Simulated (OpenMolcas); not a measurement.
**Multiconfigurational calculation on Nb⁺**

Input:

```
&GATEWAY
Coord
1

Nb 0.0 0.0 0.0
Basis=ANO-RCC-VQZP
Group=XYZ
NoMove
AngMom=0.0 0.0 0.0
AMFI
&SEWARD
Relativistic=R03O02
&RASSCF
FileOrb=start.orb
Symmetry=1
Spin=5
nActEl=4 0 0
Inactive=9 9
Ras2=5 0
CIRoot=5 5 1
SDav=5
CIMx=300
Iter=120 100
PrWF=0.3
OrbListing=Nothing
MaxOrb=0
Atom
>>> COPY $Project.JobIph JOB001
&RASSCF
FileOrb=start.orb
Symmetry=1
Spin=3
nActEl=4 0 0
Inactive=9 9
Ras2=5 0
CIRoot=45 45 1
SDav=45
CIMx=300
Iter=120 100
PrWF=0.3
OrbListing=Nothing
MaxOrb=0
Atom
CIOnly
>>> COPY $Project.JobIph JOB002
&RASSCF
FileOrb=start.orb
Symmetry=1
Spin=1
nActEl=4 0 0
Inactive=9 9
Ras2=5 0
CIRoot=50 50 1
SDav=50
CIMx=300
Iter=120 100
PrWF=0.3
OrbListing=Nothing
MaxOrb=0
Atom
CIOnly
>>> COPY $Project.JobIph JOB003
&RASSI
NrOfJobIphs=3 5 30 13
1 2 3 4 5
1 2 3 4 5 6 7 8 9 10 11 12 13 14 15 16 17 18 19 20 21 22 23 24 25 26 27
28 29 30
1 2 3 4 5 6 7 8 9 10 11 12 13
IphNames
JOB001
JOB002
JOB003
EJob
SpinOrbit
DIPRint=1.0
SOCoupling=1000.0
Subsets=2
MEES
Property=10
'ANGMOM' 1 'ANGMOM' 2 'ANGMOM' 3 'MLTPL  1' 1 'MLTPL  1' 2 'MLTPL  1' 3
'AMFI' 1 'AMFI' 2 'AMFI' 3 'MLTPL  2' 6
SOProperty=3
'ANGMOM' 1 'ANGMOM' 2 'ANGMOM' 3
```

Launched by
```bash
OMP_NUM_THREADS=1 MOLCAS_MEM=2252 MOLCAS_PROJECT=a pymolcas a.inp > a.log  # once for each step of the input, in one work folder
```

A driver script runs the steps one by one and writes start.orb anew before each from the orbitals found so far, so a CI-only block uses the converged orbitals of the first block.

Output, cut to the results:

```
--- SEWARD ---
Basis set label: NB.ANO-RCC...8S7P5D3F2G1H.

      Electronic valence basis set:
      ------------------
      Associated Effective Charge  41.000000 au
      Associated Actual Charge     41.000000 au
      Nuclear Model: Point charge

      Shell  nPrim  nBasis  Cartesian Spherical Contaminant
         s      21       8        X
         p      18       7        X
         d      13       5                 X
         f       6       3                 X
         g       4       2                 X
         h       2       1                 X
Relativistic=R03O02
                  Relativistic Douglas-Kroll-Hess integrals:
                    - DKH order of Hamiltonian: 3
                    - DKH order of Properties : 2
--- RASSCF ---
Wave function specifications:
      -----------------------------

      Number of closed shell electrons          36
      Number of electrons in active shells       4
      Max number of holes in RAS1 space          0
      Max nr of electrons in RAS3 space          0
      Number of inactive orbitals               18
      Number of active orbitals                  5
      Number of secondary orbitals              81
      Spin quantum number                      2.0
      State symmetry                             1
Orbital specifications:
      -----------------------

      Symmetry species                           1   2
                                                ag  au
      Frozen orbitals                            0   0
      Inactive orbitals                          9   9
      Active orbitals                            5   0
      RAS1 orbitals                              0   0
      RAS2 orbitals                              5   0
      RAS3 orbitals                              0   0
      Secondary orbitals                        37  44
      Deleted orbitals                           0   0
      Number of basis functions                 51  53
      Number of CSFs                             5
      Number of root(s) required                 5
      Iter CI   SX   CI       RASSCF       Energy    max ROT     max BLB   max BLB  Level Ln srch  Step   QN
          iter iter root      energy       change     param      element    value   shift minimum  type update
 Nr of preliminary CI iterations:   1
      Total energies have been shifted. Add                -3000.00 au
        1   1    2    0  -817.09075026    0.00E+00   8.62E-08    7  13 2  2.36E-07   0.00   0.00    SX    NO
        2   1    2    0  -817.09075026   -9.55E-12  -4.05E-08    7  16 2  1.23E-07   0.00   0.00    SX    NO
        3   1    2    0  -817.09075026    1.36E-12  -2.29E-08    7  13 2  3.95E-08   0.00   0.00    SX    NO
        4   1    1    0  -817.09075026    4.09E-12   0.00E+00    7  16 2  2.34E-08   0.00   0.00    SX    NO
      Convergence after  4 iterations
        5   1    1    0  -817.09075026   -2.73E-12   0.00E+00    7  16 2  2.34E-08   0.00   0.00    SX    NO
      Natural orbitals and occupation numbers for root  1
      sym 1:   1.000000   1.000000   1.000000  -0.000000   1.000000
      Natural orbitals and occupation numbers for root  2
      sym 1:   1.000000   0.000000   1.000000   1.000000   1.000000
      Natural orbitals and occupation numbers for root  3
      sym 1:  -0.000000   1.000000   1.000000   1.000000   1.000000
::    RASSCF root number  1 Total energy:  -3817.09075026
::    RASSCF root number  2 Total energy:  -3817.09075026
::    RASSCF root number  3 Total energy:  -3817.09075026
::    RASSCF root number  4 Total energy:  -3817.09075026
::    RASSCF root number  5 Total energy:  -3817.09075026
--- RASSCF ---
Wave function specifications:
      -----------------------------

      Number of closed shell electrons          36
      Number of electrons in active shells       4
      Max number of holes in RAS1 space          0
      Max nr of electrons in RAS3 space          0
      Number of inactive orbitals               18
      Number of active orbitals                  5
      Number of secondary orbitals              81
      Spin quantum number                      1.0
      State symmetry                             1
Orbital specifications:
      -----------------------

      Symmetry species                           1   2
                                                ag  au
      Frozen orbitals                            0   0
      Inactive orbitals                          9   9
      Active orbitals                            5   0
...
--- RASSI ---
SPIN-FREE ENERGIES:
  (Shifted by EMIN (a.u.) =      -3817.0907502630)

 SF State       Relative EMIN(au)   Rel lowest level(eV)    D:o, cm**(-1)      L_eff

     1             0.0000000000        0.0000000000              0.0000         2.0
     2             0.0000000000        0.0000000000              0.0000         2.0
     3             0.0000000000        0.0000000000              0.0000         2.0
     4             0.0000000000        0.0000000000              0.0000         2.0
     5             0.0000000000        0.0000000000              0.0000         2.0
     6             0.0577789128        1.5722443122          12681.0056         5.0
     7             0.0577789128        1.5722443122          12681.0056         5.0
     8             0.0577789128        1.5722443122          12681.0056         5.0
     9             0.0577789128        1.5722443122          12681.0056         5.0
    10             0.0577789128        1.5722443122          12681.0056         5.0
    11             0.0577789128        1.5722443122          12681.0056         5.0
    12             0.0577789128        1.5722443122          12681.0056         5.0
    13             0.0577789128        1.5722443122          12681.0056         5.0
    14             0.0577789128        1.5722443122          12681.0056         5.0
    15             0.0577789128        1.5722443122          12681.0056         5.0
    16             0.0577789128        1.5722443122          12681.0056         5.0
    17             0.0648527289        1.7647326555          14233.5288         1.0
    18             0.0648527289        1.7647326555          14233.5288         1.0
    19             0.0648527289        1.7647326555          14233.5288         1.0
    20             0.0664444800        1.8080464088          14582.8778         3.0
    21             0.0664444800        1.8080464088          14582.8778         3.0
...
```

Levels above the lowest, from the spin-orbit matrix, grouped by J:

| Configuration | Term | J | E (cm-1) | Measured (cm-1) | g | Term weight % | Second |
| --- | --- | --- | --- | --- | --- | --- | --- |
| 4d4 | 5D | 0 | 0.0 | 0.0 |  | 99 |  |
| 4d4 | 5D | 1 | 139 | 159 | 1.501 | 100 |  |
| 4d4 | 5D | 2 | 402 | 438 | 1.501 | 100 |  |
| 4d4 | 5D | 3 | 762 | 801 | 1.501 | 100 |  |
| 4d4 | 5D | 4 | 1191 | 1225 | 1.500 | 100 |  |
| 4d4 | 3H | 4 | 13106 |  | 0.806 | 98 | 2 3G |
| 4d4 | 3H | 5 | 13329 |  | 1.037 | 98 | 2 3G |
| 4d4 | 3H | 6 | 13641 |  | 1.166 | 99 |  |
| 4d4 | 3P | 0 | 13719 |  |  | 99 |  |
| 4d4 | 3P | 1 | 14384 |  | 1.501 | 100 |  |
| 4d4 | 3F | 3 | 15107 |  | 1.032 | 84 | 15 3G |
| 4d4 | 3F | 2 | 15177 |  | 0.666 | 100 |  |
| 4d4 | 3F | 4 | 15307 |  | 1.218 | 84 | 15 3G |
| 4d4 | 3P | 2 | 15727 |  | 1.501 | 100 |  |

Against the 4 measured excited levels shown (NIST Handbook of Basic Atomic Spectroscopic Data) the mean absolute deviation is 32 cm-1; the largest miss in energy is 4d4 5D3: computed 762, measured 801 cm-1 (-4.9 %), and the largest in proportion 4d4 5D1 (-12.5 %).

Configurations with an s electron lie low at this charge and mix in, so terms can be misplaced. Without dynamic correlation excited terms often stand tens of per cent too high (terms of higher spin than the ground term too low), and those without a measured partner can miss by more than the paired ones. Terms from blocks run as CI alone lack orbitals of their own. Computed and measured levels are paired by configuration, term and J; levels that our copy of the source lacks, or whose pairing is in doubt (as where it misses far off the trend of its configuration), stay unpaired and out of the deviations. Levels of configurations outside the active space are missing. The first state left out of the spin-orbit step lies near 20000 cm-1 above the lowest spin-free state of the reference (among the parities and spins computed), and the list stops at four fifths of that energy or lower.

The term weight is that of the spin-free term in the level, not the purity of its configuration.
